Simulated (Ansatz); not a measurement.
`C#[C][Ge]([CH3])([F])[F]` + H–F → `C#[C][Ge]([F])([F])[F]` + CH₄ at 298.15 K and 1 bar (ligand exchange at a Ge–C bond).

Computed with Ansatz on PBE0-D4/def2-TZVP structures; ΔE is electronic, products minus reactants. CBS: MP2 limit from def2 TZ/QZ plus the TZ coupled-cluster correction, frozen cores. This one scheme is used for every species. For Ge outer-core shells are correlated without core-valence functions, which leaves a few kJ/mol of doubt a bond. Scalar relativity is left out up to krypton.

```csv
species,CCSD(T)/CBS energy (Eh),H − E (kJ/mol),S (J/(mol·K))
`C#[C][Ge]([CH3])([F])[F]`,-2392.29725,183.3,375.9
H–F,-100.39570,33.5,173.6
`C#[C][Ge]([F])([F])[F]`,-2452.25077,90.8,345.5
CH₄,-40.46206,127.4,186.2
```

H − E and S are ideal-gas, rigid-rotor, harmonic terms from PBE0-D4/def2-TZVP. 1 Eh = 2625.50 kJ/mol, R = 8.31446 J/(mol·K).

Problem. By hand: ΔE, ΔH, ΔS and ΔG.

Solution. ΔE = (-2452.25077) + (-40.46206) − (-2392.29725) − (-100.39570) = -0.01988 Eh = -52.2 kJ/mol. Δ(H − E) = 90.8 + 127.4 − 183.3 − 33.5 = 1.4, so ΔH = -50.8 kJ/mol. ΔS = 345.5 + 186.2 − 375.9 − 173.6 = -17.8 J/(mol·K). ΔG = -50.8 − 298.15 × (-17.8)/1000 = -45.5 kJ/mol.

Problem. By hand: the equilibrium constant, and the temperature at which ΔG would vanish if ΔH and ΔS stayed fixed.

Solution. log₁₀ K = −ΔG/(RT ln 10) = 8.0. ΔG = 0 at ΔH/ΔS = 2854 K, far beyond where these terms or the molecules hold.

ΔH outweighs TΔS. A doubt of 5 kJ/mol in ΔE shifts log₁₀ K by 0.9 here. These are equilibria of isolated gas molecules and say nothing of rates. Largest T1 diagnostic: 0.013 (customary marks: 0.02 for closed shells, 0.045 for open ones).
